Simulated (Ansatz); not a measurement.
Cost and result for the atomization energy of `F[SiH](F)[O][GeH3]` (9 atoms, 8 bonds).

```xyz
9

F     1.3779    1.5526    1.1330
Si   -0.0036    0.7996    1.3358
F    -1.1258    1.8509    0.9457
O    -0.0879   -0.4940    0.4029
Ge   -0.0144   -0.9447   -1.3251
H    -0.1523    0.4380    2.7481
H    -1.1566   -0.2168   -2.0446
H    -0.1972   -2.4645   -1.3378
H     1.3599   -0.5211   -1.8580
```

Total charge 0; spin multiplicity 1. Correlated methods include outer-core shells of Ge, which these sets cover unevenly. Scalar relativity is left out up to krypton. All single points use the PBE0-D4/def2-TZVP geometry. It is one conformer, not always the lowest. Program: Ansatz. All runs use 4 threads of a server CPU on a shared host. Times are those of one run each, without the atoms' runs, and a repeat can differ threefold. Electronic energies, without spin–orbit coupling; frozen cores. CCSD(T)/CBS adds CCSD(T) − MP2 in def2-TZVPP to the MP2 limit, and its time is that of the two runs behind it. T1 = 0.012. With those shells the extrapolation isn't a true limit. B3LYP takes the VWN-RPA correlation (the form of Gaussian; ORCA's B3LYP/G).

CCSD(T)/CBS is a level of theory with its own doubt, some kJ/mol a heavy atom from the limit and from the frozen cores, so smaller differences don't rank the functionals.

| level | functions | wall time | atomization (kcal/mol) | difference from CCSD(T)/CBS | per bond |
| --- | --- | --- | --- | --- | --- |
| PBE-D4/def2-TZVPP (with forces) | 239 | 4 s | 779.5 | -10.0 | -1.3 |
| PBE0-D4/def2-TZVPP | 239 | 5.5 s | 765.9 | -23.6 | -3.0 |
| B3LYP-D4/def2-TZVPP (with forces) | 239 | 8 s | 774.7 | -14.8 | -1.9 |
| r2SCAN-D4/def2-TZVPP (with forces) | 239 | 8.5 s | 782.7 | -6.8 | -0.9 |
| B2PLYP/def2-TZVPP | 239 | 9 s | 773.6 | -15.9 | -2.0 |
| ωB97X-V/def2-TZVPP | 239 | 14 s | 786.1 | -3.4 | -0.4 |
| ωB97M-V/def2-TZVPP (with forces) | 239 | 20 s | 780.7 | -8.8 | -1.1 |
| MP2/def2-QZVPP | 450 | 35 s | 800.5 | 11.0 | 1.4 |
| CCSD(T)/def2-TZVPP | 239 | 6.2 min | 768.7 | -20.8 | -2.6 |
| CCSD(T)/CBS(def2) | – | 6.8 min | 789.5 | 0.0 | 0.0 |

The D4 term adds +7.2 kcal/mol with B3LYP and +3.8 kcal/mol with PBE0; it sums over pairs of atoms, weighted by their polarisabilities, and B3LYP, whose exchange is more repulsive, gets the larger term. From PBE to PBE0 (25 % exact exchange), in def2-TZVPP and without D4, the atomization energy moves by −12.9 kcal/mol: exact exchange takes away binding that semilocal exchange gives to molecules. In def2-TZVPP, CCSD(T) changes the Hartree–Fock value by +188.7 kcal/mol (the triples alone add +10.2 kcal/mol) and MP2 by +207.6 kcal/mol; breaking electron pairs costs correlation energy, which Hartree–Fock lacks.
